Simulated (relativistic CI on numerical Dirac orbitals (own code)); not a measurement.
# Line list: Electric-dipole lines, In22+

Calculated at this level of theory: Dirac-Coulomb-Breit CI, KLI orbitals optimised for each configuration, model QED (radiative potential, 1s self-energy scaled to tabulated hydrogen-like ionisation energies), unscaled Slater integrals (own radial code, finite nucleus).

Configuration list (outside the closed core [Ne]): 3s2 3p6 3d9, 3s2 3p5 3d10, 3s 3p6 3d10, 3s2 3p6 3d8 4s, 3s2 3p6 3d8 4p, 3s2 3p6 3d8 4d, 3s2 3p6 3d8 4f, 3s2 3p4 3d10 4s, 3s2 3p5 3d9 4s, 3s2 3p6 3d7 4s2, 3s2 3p4 3d10 4p, 3s2 3p6 3d7 4s 4p, 3s2 3p5 3d9 4p, 3s2 3p6 3d8 5s, 3s2 3p6 3d7 4p2, 3s2 3p4 3d10 4d. Levels of other configurations are missing.

```
λ vac (nm)                         Lower                          Upper   A (s⁻¹)        gf  Branching (%)
    1.9029        3s2 3p6 3d9 2D_5/2 [1]   3s2 3p6 3d8 4f 2F°_7/2 [188]  1.42e+12  6.15e-01           94.0
    1.9185        3s2 3p6 3d9 2D_5/2 [1]   3s2 3p6 3d8 4f 4F°_5/2 [172]  1.94e+12  6.42e-01           94.7
    1.9223        3s2 3p6 3d9 2D_5/2 [1]   3s2 3p5 3d9 4s 2F°_7/2 [169]  2.72e+12  1.21e+00           91.6
    4.9627        3s2 3p6 3d9 2D_3/2 [2]       3s2 3p5 3d10 2P°_1/2 [4]  9.40e+11  6.94e-01          100.0
    5.6456     3s2 3p6 3d8 4s 4F_9/2 [6]   3s2 3p5 3d9 4s 4D°_7/2 [197]  4.53e+11  1.73e+00           40.0
    5.6907        3s2 3p6 3d9 2D_5/2 [1]       3s2 3p5 3d10 2P°_3/2 [3]  5.81e+11  1.13e+00           91.1
    5.9680     3s2 3p6 3d8 4s 4F_9/2 [6]   3s2 3p5 3d9 4s 4F°_9/2 [157]  2.07e+11  1.10e+00           87.0
    15.152   3s2 3p6 3d8 4p 2G°_9/2 [23]     3s2 3p6 3d8 4d 4G_9/2 [70]  5.44e+10  1.87e+00           50.1
    15.204   3s2 3p6 3d8 4p 4G°_7/2 [27]     3s2 3p6 3d8 4d 4H_9/2 [84]  7.18e+10  2.49e+00           68.6
    15.265   3s2 3p6 3d8 4p 2G°_9/2 [23]    3s2 3p6 3d8 4d 2H_11/2 [69]  9.69e+10  4.06e+00           88.1
    15.370   3s2 3p6 3d8 4p 4D°_7/2 [22]     3s2 3p6 3d8 4d 4D_5/2 [67]  8.70e+10  1.85e+00           87.8
    15.443   3s2 3p6 3d8 4p 2H°_9/2 [38]   3s2 3p6 3d8 4d 2I_11/2 [106]  9.89e+10  4.24e+00           91.8
    17.000   3s2 3p6 3d8 4d 4H_13/2 [72]  3s2 3p6 3d8 4f 4I°_15/2 [137]  8.08e+10  5.60e+00          100.0
    17.165   3s2 3p6 3d8 4p 4D°_7/2 [51]    3s2 3p6 3d8 4d 4F_9/2 [105]  8.19e+10  3.62e+00           96.5
    17.167  3s2 3p6 3d8 4p 4G°_11/2 [28]    3s2 3p6 3d8 4d 4H_13/2 [72]  8.43e+10  5.21e+00          100.0
    17.185   3s2 3p6 3d8 4p 4G°_9/2 [43]    3s2 3p6 3d8 4d 4H_11/2 [91]  8.35e+10  4.44e+00           99.7
    17.265   3s2 3p6 3d8 4p 4F°_9/2 [32]    3s2 3p6 3d8 4d 4G_11/2 [74]  6.00e+10  3.22e+00           72.4
    17.306  3s2 3p6 3d8 4p 2H°_11/2 [55]   3s2 3p6 3d8 4d 2I_13/2 [111]  8.24e+10  5.18e+00          100.0
    21.455    3s2 3p6 3d8 4s 2G_9/2 [17]    3s2 3p6 3d8 4p 2G°_9/2 [61]  2.41e+10  1.66e+00           71.9
    21.891     3s2 3p6 3d8 4s 2D_5/2 [8]    3s2 3p6 3d8 4p 2F°_7/2 [40]  1.79e+10  1.03e+00            7.5
    21.929     3s2 3p6 3d8 4s 2F_7/2 [7]    3s2 3p6 3d8 4p 2D°_5/2 [35]  2.19e+10  9.45e-01            3.4
    21.939     3s2 3p6 3d8 4s 4F_9/2 [6]    3s2 3p6 3d8 4p 4F°_9/2 [32]  1.82e+10  1.31e+00           60.5
    22.306    3s2 3p6 3d8 4s 4P_5/2 [12]    3s2 3p6 3d8 4p 4D°_7/2 [51]  2.82e+10  1.68e+00           67.0
    22.476     3s2 3p6 3d8 4s 4F_9/2 [6]   3s2 3p6 3d8 4p 4G°_11/2 [28]  2.94e+10  2.67e+00          100.0
    22.489     3s2 3p6 3d8 4s 2F_7/2 [7]    3s2 3p6 3d8 4p 2F°_7/2 [33]  2.10e+10  1.27e+00            8.2
    22.564    3s2 3p6 3d8 4s 4F_7/2 [10]    3s2 3p6 3d8 4p 4G°_9/2 [43]  2.86e+10  2.18e+00           98.0
    22.600     3s2 3p6 3d8 4s 2F_7/2 [7]    3s2 3p6 3d8 4p 4F°_9/2 [32]  1.17e+10  8.98e-01           39.0
    22.906    3s2 3p6 3d8 4s 2G_9/2 [17]   3s2 3p6 3d8 4p 2H°_11/2 [55]  2.79e+10  2.63e+00          100.0
    28.578     3s2 3p6 3d8 4s 4F_9/2 [6]    3s2 3p6 3d8 4p 4D°_7/2 [22]  1.15e+10  1.13e+00           55.4
    28.773     3s2 3p6 3d8 4s 2F_7/2 [7]    3s2 3p6 3d8 4p 2G°_9/2 [23]  8.01e+09  9.94e-01           55.9
```

Terms are leading LS components. Brackets give the number of a level in order of energy, since labels repeat. The list gives strong lines, with weight on those to low levels, without lines whose two gauges differ by over a factor of 2.5, among the lowest 200 of 868 levels, so that lines to higher ones, which can be the strongest, are missing. Levels whose partners in the same complex of configurations lie outside the list can be far off, and so can their lines. Rates are taken at the computed energies, electric ones in the length gauge.

At this charge energies of transitions that change n are usually good to better than 1 %, and those within a shell (Δn = 0) to a few per cent.

(1) From the table, what is the radiative lifetime of 3s2 3p6 3d8 4p 4F°_9/2?

Results:

(1) The listed rates from this level add up to about 2.99e+10 s⁻¹, 100 % of its decay; with all channels τ = 3.33e-11 s.

LS names give the leading component of a level, which can be under half, so a name can repeat, a term be missing and a line seem to break the LS rules.
